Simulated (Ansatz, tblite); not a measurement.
Forces on FeO3(NH) (FeNO₃H) at its PBE-D4/def2-SVP geometry. Charge 0, multiplicity 1.

The xTB rows come from tblite. The restricted singlet is unstable towards broken spin symmetry in Hartree–Fock (as tested in another run); at r2SCAN-D4/def2-TZVP this wasn't settled. The order of the spin states hangs on the level: the triplet lies 0.58 eV below the singlet at PBE0-D4/def2-TZVP, but 1.07 eV above it at GFN1-xTB.

GFN1-xTB (tblite), largest force 2.57 eV/Å:

```xyz
6
positions Å, forces eV/Å
Fe   -0.299   -0.216   -0.176   -0.882   -0.628   -0.490
O    -1.455    0.838    0.141    1.986   -1.586   -0.396
O    -0.442   -0.823   -1.628    0.283    0.990    2.303
O    -0.343   -1.352    0.945    0.200    1.931   -1.688
N     1.179    0.559   -0.108   -1.738   -0.533    0.952
H     1.360    0.994    0.826    0.151   -0.174   -0.682
```

GFN2-xTB (tblite), largest force 4.11 eV/Å:

```
Fe -1.429 -0.795 -0.190
O 3.051 -2.632 -0.795
O 0.504 1.547 3.514
O 0.215 2.953 -2.847
N -2.881 -0.966 1.354
H 0.539 -0.106 -1.036
```

r2SCAN-D4/def2-TZVP (Ansatz), largest force 0.56 eV/Å:

```
Fe -0.136 -0.089 -0.055
O 0.345 -0.313 -0.065
O 0.092 0.230 0.499
O 0.007 0.354 -0.310
N -0.173 0.044 0.359
H -0.136 -0.227 -0.429
```
